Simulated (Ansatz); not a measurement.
Two members of one family (Oligo(phenylene ethynylene)), computed with Ansatz in the gas phase. Binding counts from free atoms in the multiplicity of their measured ground term, without zero-point energy. Sets without diffuse functions give affinities that are too small. A dash marks a value that wasn't run or was left out as unsound. The structures are stationary points that may keep the symmetry of their start.

First: C#Cc1ccc(C#Cc2ccc(C#Cc3ccc(C#Cc4ccc(C#Cc5ccccc5)cc4)cc3)cc2)cc1 (singlet, charge 0, r2SCAN-D4/def2-SVP geometry).

Cartesian coordinates in Å:
```
C 9.981 4.543 -13.312
C 9.279 4.217 -12.372
C 8.457 3.837 -11.273
C 8.974 3.822 -9.958
C 8.173 3.452 -8.886
C 6.823 3.080 -9.087
C 6.005 2.702 -7.993
C 5.297 2.376 -7.047
C 4.479 2.000 -5.954
C 4.992 1.987 -4.634
C 4.190 1.620 -3.564
C 2.839 1.249 -3.766
C 2.019 0.875 -2.672
C 1.309 0.552 -1.725
C 0.489 0.182 -0.632
C -0.888 -0.088 -0.821
C -1.694 -0.447 0.250
C -1.157 -0.555 1.556
C -1.979 -0.922 2.649
C -2.692 -1.238 3.596
C -3.516 -1.601 4.689
C -4.916 -1.736 4.528
C -5.723 -2.089 5.599
C -5.166 -2.327 6.878
C -5.992 -2.689 7.972
C -6.705 -3.001 8.918
C -7.533 -3.362 10.014
C -6.964 -3.724 11.257
C -7.781 -4.077 12.329
C -9.174 -4.077 12.187
C -9.747 -3.720 10.962
C -8.940 -3.366 9.883
C -3.766 -2.195 7.039
C -2.959 -1.838 5.969
C 0.221 -0.287 1.744
C 1.026 0.075 0.673
C 2.325 1.259 -5.085
C 3.128 1.627 -6.155
C 6.307 3.096 -10.405
C 7.109 3.467 -11.475
H 10.602 4.831 -14.141
H 10.016 4.107 -9.793
H 8.581 3.443 -7.872
H 6.033 2.275 -4.468
H 4.596 1.615 -2.550
H -1.313 -0.009 -1.825
H -2.756 -0.653 0.094
H -5.356 -1.555 3.544
H -6.803 -2.188 5.463
H -5.876 -3.723 11.365
H -7.326 -4.356 13.285
H -9.810 -4.355 13.032
H -10.835 -3.718 10.845
H -9.385 -3.087 8.924
H -3.325 -2.377 8.023
H -1.879 -1.739 6.104
H 0.645 -0.366 2.747
H 2.087 0.282 0.829
H 1.284 0.973 -5.251
H 2.722 1.632 -7.170
H 5.266 2.810 -10.570
H 6.702 3.476 -12.490
```

```
             level  HOMO (eV)  LUMO (eV)  gap (eV)  vertical IE (eV)  vertical EA (eV)  vertical triplet (eV)  binding per atom (eV)
   PBE-D4/def2-SVP      -4.99      -3.04      1.95              6.21              1.92                   1.85                   5.83
r2SCAN-D4/def2-SVP      -5.16      -3.05      2.11                 –                 –                      –                   5.61
  PBE0-D4/def2-SVP      -5.77      -2.47      3.30              6.64              1.70                   2.31                   5.69
```

Second: C#Cc1ccc(C#Cc2ccc(C#Cc3ccc(C#Cc4ccc(C#Cc5ccc(C#Cc6ccccc6)cc5)cc4)cc3)cc2)cc1 (singlet, charge 0, r2SCAN-D4/def2-SVP geometry).

```xyz
74

C     6.206   -0.397   19.740
C     5.855   -0.372   18.573
C     5.446   -0.342   17.209
C     5.105   -1.535   16.534
C     4.705   -1.508   15.205
C     4.630   -0.285   14.498
C     4.221   -0.254   13.143
C     3.866   -0.230   11.969
C     3.453   -0.200   10.615
C     3.222   -1.402    9.902
C     2.817   -1.374    8.576
C     2.623   -0.142    7.904
C     2.206   -0.113    6.552
C     1.840   -0.089    5.381
C     1.415   -0.060    4.030
C     1.290   -1.259    3.285
C     0.872   -1.232    1.963
C     0.554   -0.007    1.330
C     0.120    0.021   -0.019
C    -0.259    0.043   -1.184
C    -0.702    0.068   -2.529
C    -1.188    1.265   -3.110
C    -1.628    1.288   -4.425
C    -1.598    0.116   -5.221
C    -2.050    0.139   -6.563
C    -2.444    0.158   -7.723
C    -2.902    0.179   -9.063
C    -2.707   -0.935   -9.913
C    -3.157   -0.915  -11.225
C    -3.824    0.221  -11.745
C    -4.286    0.240  -13.085
C    -4.688    0.257  -14.242
C    -5.153    0.276  -15.584
C    -5.968    1.334  -16.047
C    -6.424    1.346  -17.365
C    -6.078    0.313  -18.242
C    -5.270   -0.740  -17.795
C    -4.811   -0.764  -16.479
C    -4.019    1.336  -10.895
C    -3.566    1.317   -9.584
C    -1.109   -1.079   -4.641
C    -0.674   -1.103   -3.324
C     0.680    1.192    2.074
C     1.102    1.165    3.395
C     2.854    1.059    8.616
C     3.262    1.030    9.942
C     4.973    0.910   15.177
C     5.373    0.880   16.506
H     6.515   -0.420   20.769
H     5.158   -2.485   17.073
H     4.441   -2.435   14.691
H     3.368   -2.358   10.412
H     2.642   -2.307    8.035
H     1.530   -2.211    3.766
H     0.779   -2.162    1.398
H    -1.214    2.175   -2.507
H    -2.003    2.216   -4.863
H    -2.195   -1.818   -9.522
H    -3.000   -1.780  -11.874
H    -6.237    2.139  -15.359
H    -7.056    2.170  -17.710
H    -6.437    0.327  -19.275
H    -4.996   -1.549  -18.478
H    -4.179   -1.583  -16.125
H    -4.532    2.217  -11.286
H    -3.721    2.183   -8.937
H    -1.082   -1.989   -5.245
H    -0.301   -2.033   -2.886
H     0.438    2.144    1.594
H     1.195    2.096    3.961
H     2.708    2.016    8.108
H     3.438    1.964   10.482
H     4.919    1.860   14.640
H     5.637    1.806   17.022
```

**Question.** Estimate the same table for the second.

**Answer.** 
| level | HOMO (eV) | LUMO (eV) | gap (eV) | vertical IE (eV) | vertical EA (eV) | vertical triplet (eV) | binding per atom (eV) |
| --- | --- | --- | --- | --- | --- | --- | --- |
| PBE-D4/def2-SVP | -4.96 | -3.09 | 1.87 | 6.06 | 2.09 | 1.79 | 5.85 |
| r2SCAN-D4/def2-SVP | -5.13 | -3.10 | 2.03 | – | – | – | 5.63 |
| PBE0-D4/def2-SVP | -5.74 | -2.53 | 3.21 | 6.52 | 1.83 | 2.29 | 5.71 |
